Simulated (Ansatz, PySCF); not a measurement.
Gas-phase reaction in SMILES: O[Si](F)(F)F → F[Si](F)F + [OH] (HO) (the O-Si bond at the site shown breaks; other sites are not compared here)
Geometries: B3LYP-D3(BJ)/def2-TZVP minima from Ansatz (a quantum-chemistry and plane-wave program), one conformer each, not searched for the lowest. Frequencies are from Ansatz or PySCF.

Wanted: bond dissociation energy (0 K, with B3LYP-D3(BJ) harmonic zero-point energies), in kcal/mol. Valence correlation only, unless marked. Open shells are spin-unrestricted. Spin-orbit coupling is left out. No relativistic terms. CBS(X,Y): correlation extrapolated as X^-3; Hartree-Fock from the larger set. [CCSD(T)-MP2]/basis is that difference in the basis named.

```json
[
 {"level": "HF/6-31G", "program": "Ansatz", "bond dissociation energy (kcal/mol)": "82.1"},
 {"level": "PBE0-D3(BJ)/def2-TZVP", "program": "Ansatz + dftd3", "bond dissociation energy (kcal/mol)": "132.9"},
 {"level": "B2PLYP-D4/def2-TZVPD", "program": "Ansatz + dftd4", "bond dissociation energy (kcal/mol)": "134.8"},
 {"level": "MP2/6-31G*", "program": "Ansatz", "bond dissociation energy (kcal/mol)": "137.0"}
]
```

Question: Predict the RI-MP2/CBS(cc-pV(T+d)Z,cc-pV(Q+d)Z)+[CCSD(T)-MP2]/cc-pV(T+d)Z result (Ansatz).

Answer: 140.7 kcal/mol
